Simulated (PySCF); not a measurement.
# [TeBr3]+: umbrella curve

Level of theory: PBE0 in PySCF with Te def2-SVP with ECP28, Br def2-SVP; scalar-relativistic core potentials, no spin–orbit coupling; density-fitted integrals.

Rigid scan from the singlet minimum (Te–Br 2.454 Å (×3); Br–Te–Br 100.9° (×3)). Coordinate: angle between each bond and the threefold axis, bonds fixed. Energies in kJ/mol from the minimum.

Question: Predict the curve at 55, 60, 65, 70, 75, 80, 85, 90.

Answer: 
| angle of the bonds to the threefold axis (°) | E (kJ/mol) | dipole size (D, about the centre of mass) |
| --- | --- | --- |
| 55 | 31.2 | 2.42 |
| 60 | 3.9 | 1.96 |
| 65 | 1.8 | 1.51 |
| 70 | 19.7 | 1.10 |
| 75 | 54.3 | 0.72 |
| 80 | 101.6 | 0.41 |
| 85 | 154.5 | 0.18 |
| 90 | 184.1 | 0.00 |

With the bonds held, the planar shape lies 184.1 kJ/mol from the minimum.

Other isomers or separated fragments may lie lower.
